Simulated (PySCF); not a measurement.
```xyz
4
charge -1 multiplicity 5, angstrom
Rh   -0.0556    0.0000   -0.0746
O     1.7214    0.0000    0.1731
O    -0.6804    1.7098    0.1553
O    -0.6804   -1.7099    0.1553
```

Level of theory: UB3LYP in PySCF with Rh def2-SVPD with ECP28, O def2-SVPD; scalar-relativistic core potentials, no spin–orbit coupling; density-fitted integrals.

This geometry of RhO₃⁻ is a stationary point at this level.

Problem. What is the point group?

Solution. Cs.

Problem. Is it a minimum?

Solution. Yes: all harmonic wavenumbers are real, though the softest, 46 cm⁻¹, leaves little margin.

Problem. List the harmonic modes with their infrared intensities.

Solution. 
| symmetry | ω (cm⁻¹) | IR (km/mol) |
| --- | --- | --- |
| a'' | 46 | 0.7 |
| a' | 191 | 34.1 |
| a' | 217 | 10.7 |
| a'' | 589 | 69.6 |
| a' | 644 | 30.6 |
| a' | 728 | 17.4 |

Problem. What are the dipole moment and the gap between the highest occupied and lowest empty levels of either spin?

Solution. 1.97 D about the centre of mass and 0.74 eV.

Only a few start shapes were tried, so a lower isomer may exist. Open d and f shells are described by one determinant, and the ground state may have another occupation or spin. The lowest empty level of this anion is unbound, so it and the gap depend on the basis. At this level a triplet minimum of D3h symmetry lies 189 kJ/mol below this structure.
